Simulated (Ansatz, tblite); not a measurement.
Cost and result up the ladder for (AgBr)2 ring (Ag₂Br₂) (4 atoms). Charge 0, multiplicity 1. Geometry: r2SCAN-D4/def2-SVP.

```
atom   x (Å)   y (Å)   z (Å)
 Ag1  -1.091   0.710   0.444
 Br2  -0.995  -0.295  -1.968
 Ag3   1.091  -0.709  -0.444
 Br4   0.995   0.295   1.969
```

Ansatz on 4 threads of Arm Neoverse V2 on a shared host; xTB runs through tblite on one thread. Times are rough, summed over both states, and most runs start from the orbitals of an earlier one. PBE0-D4/def2-TZVP serves as the yardstick here, not as an exact answer. The other state is a doublet.

In the def2 sets Ag takes a core potential; there is no spin–orbit coupling. The xTB rows come from tblite. HOMO above LUMO, or a gap near zero within one spin, warns that the state may not be the lowest or that an electron is smeared out.

Raw xTB energies of ions are shifted by several eV.

| level | functions | wall time | vertical IE (eV) | difference from PBE0-D4/def2-TZVP (eV) | remarks |
| --- | --- | --- | --- | --- | --- |
| GFN2-xTB | 36 | 0.008 s | 13.88 | 4.62 | – |
| GFN1-xTB | 36 | 0.009 s | 14.00 | 4.74 | – |
| PBE-D4/def2-TZVP (with forces) | 176 | 10 s | 8.96 | -0.30 | gap within one spin near zero (+1 doublet) |
| PBE0-D4/def2-TZVP | 176 | 13 s | 9.26 | 0.00 | – |
| r2SCAN-D4/def2-TZVP | 176 | 17 s | 9.08 | -0.18 | – |
